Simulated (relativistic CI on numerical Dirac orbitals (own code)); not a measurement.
**Level scheme of Gd26+**

Computed by Dirac-Coulomb-Breit CI, separate exchange-only KLI orbitals for each configuration, model QED, unscaled Slater integrals (own radial code, finite nucleus).

CI space (outside the closed core [Ar] 3d10): 4s2 4p6 4d2, 4s2 4p5 4d3, 4s2 4p6 4d 4f, 4s 4p6 4d3, 4s2 4p5 4d2 4f, 4s 4p6 4d2 4f, 4s2 4p6 4d 5s, 4s2 4p6 4f 5s, 4s2 4p6 4d 5p, 4s2 4p6 4d 5d, 4s2 4p5 4d2 5s, 4s2 4p6 4d 5f, 4s2 4p6 5s 5p, 4s2 4p6 4d 5g, 4s2 4p6 4d 6s, 4s 4p6 4d2 5s, 4s2 4p6 4d 6d, 4s2 4p6 4d 6g, 4s2 4p6 4f2, 4s2 4p5 4f3, 4s 4p6 4f3, 4p6 4d4, 4p5 4d5, 4p5 4d4 4f, 4s2 4p6 4f 5p, 4s2 4p5 4f2 5p, 4s 4p6 4f2 5p, 4s2 4p6 5s2, 4s2 4p5 4f 5s2, 4s 4p6 4f 5s2, 4s2 4p6 5p2, 4s2 4p5 4f 5p2, 4s 4p6 4f 5p2, 4p6 4d3 5s, 4p5 4d4 5s, 4p5 4d3 4f 5s, 4s 4p6 4d 5s2, 4s 4p5 4d 4f 5s2, 4p6 4d 4f 5s2. Double excitations out of closed p, d and f shells are left out; levels of such configurations are missing from the list, as are those of other unlisted configurations, and high levels can miss mixing partners. These lack a partner that the ground configuration has and come out too high: 4s2 4p5 4d2 5s, 4s 4p6 4d2 5s.

The lowest level is 4s2 4p6 4d2 3F_2, with 81 % of that term; Hund's rules for 4s2 4p6 4d2 give 3F with J = 2, in agreement.

```tsv
No.	Configuration	Term	J	E (cm⁻¹)	%	Next component (%)	Lifetime (s)
1	4s2 4p6 4d2	3F	2	0	81	17 1D	
2	4s2 4p6 4d2	3P	0	50044	83	16 1S	5.00e-01
3	4s2 4p6 4d2	3F	3	57620	99	1 4s2 4p5 4d2 4f 3F	2.50e-04
4	4s2 4p6 4d2	3P	2	83654	48	37 1D	3.98e-04
5	4s2 4p6 4d2	3F	4	86931	56	43 1G	3.47e-03
6	4s2 4p6 4d2	3P	1	91000	99	1 4s2 4p5 4d2 4f 3P	7.45e-04
7	4s2 4p6 4d2	1G	4	139807	56	43 3F	1.64e-04
8	4s2 4p6 4d2	3P	2	153622	49	46 1D	1.40e-04
9	4s2 4p6 4d2	1S	0	225498	83	16 3P	4.75e-05
10	4s2 4p5 4d3	5F°	2	959131	32	20 5D°	1.76e-09
11	4s2 4p5 4d3	5D°	1	964424	44	26 5F°	1.05e-09
12	4s2 4p5 4d3	5D°	0	976730	83	16 3P°	1.80e-09
13	4s2 4p5 4d3	5F°	3	984619	42	20 5G°	1.48e-09
14	4s2 4p5 4d3	5D°	3	1005885	33	21 3D°	2.60e-09
15	4s2 4p5 4d3	5S°	2	1006240	49	16 5P°	1.06e-09
16	4s2 4p5 4d3	5F°	4	1008334	43	29 5G°	2.49e-09
17	4s2 4p5 4d3	3F°	2	1022714	40	34 5D°	8.08e-10
18	4s2 4p5 4d3	5D°	1	1028186	39	36 3D°	2.18e-10
19	4s2 4p5 4d3	5G°	5	1028998	40	27 5F°	1.34e-09
20	4s2 4p5 4d3	5D°	4	1035444	39	30 3F°	2.05e-09
21	4s2 4p5 4d3	3G°	3	1037409	44	32 3F°	4.26e-10
22	4s2 4p5 4d3	3H°	6	1043561	42	39 5G°	9.18e-03
23	4s2 4p5 4d3	3P°	0	1054205	57	29 1S°	3.51e-08
24	4s2 4p5 4d3	3G°	4	1056532	33	14 1G°	3.51e-09
25	4s2 4p5 4d3	3D°	3	1064805	22	21 5D°	1.10e-09
26	4s2 4p5 4d3	3D°	2	1066725	24	19 1D°	6.66e-10
27	4s2 4p5 4d3	3P°	1	1068185	33	33 3S°	2.09e-10
28	4s2 4p5 4d3	3D°	2	1079695	32	21 3F°	4.67e-10
29	4s2 4p5 4d3	3G°	4	1080474	41	15 3F°	1.17e-09
30	4s2 4p5 4d3	3G°	5	1083591	39	26 5G°	5.08e-09
31	4s2 4p5 4d3	5F°	5	1086889	31	27 3H°	5.79e-10
32	4s2 4p5 4d3	5D°	4	1088296	35	20 3G°	1.73e-09
33	4s2 4p5 4d3	5G°	6	1095731	46	32 3I°	2.86e-04
34	4s2 4p5 4d3	3D°	2	1098759	35	17 3F°	1.01e-10
35	4s2 4p5 4d3	3G°	3	1099506	56	21 4s2 4p6 4d 4f 3G°	1.47e-11
36	4s2 4p5 4d3	3D°	3	1104192	26	22 3G°	7.79e-11
37	4s2 4p5 4d3	3D°	3	1112376	50	14 3F°	6.86e-11
38	4s2 4p5 4d3	3P°	1	1113565	64	14 5D°	1.76e-10
39	4s2 4p5 4d3	3H°	5	1115441	42	21 1H°	2.16e-10
40	4s2 4p5 4d3	3P°	2	1115625	23	21 3F°	5.11e-11
41	4s2 4p5 4d3	3I°	7	1117492	100		8.15e-04
42	4s2 4p5 4d3	3F°	4	1121403	43	31 3G°	9.21e-11
43	4s2 4p5 4d3	3F°	4	1125518	50	25 3G°	4.21e-11
44	4s2 4p5 4d3	3F°	2	1129804	22	17 5G°	1.06e-11
45	4s2 4p5 4d3	5P°	3	1131103	50	34 3D°	5.41e-10
```

Energies count from the lowest computed level; ° marks odd parity; lifetimes are radiative, by E1, M1, E2, M2, E3 decay to levels of this space only.

The mean weight of the leading LS term, summed over parents, in these 45 levels is 48 %, and that of the leading jj configuration (from the same eigenvectors) 76 %, so jj coupling describes them better and the LS labels are nominal.

At this charge energies of transitions that change n are usually good to better than 1 %, and those within a shell (Δn = 0) to a few per cent. Terms inside the open d or f shell come out 10 to 20 % too wide with unscaled integrals.

LS names give the leading component of a level, which can be under half, so a name can repeat, a term be missing and a line seem to break the LS rules.
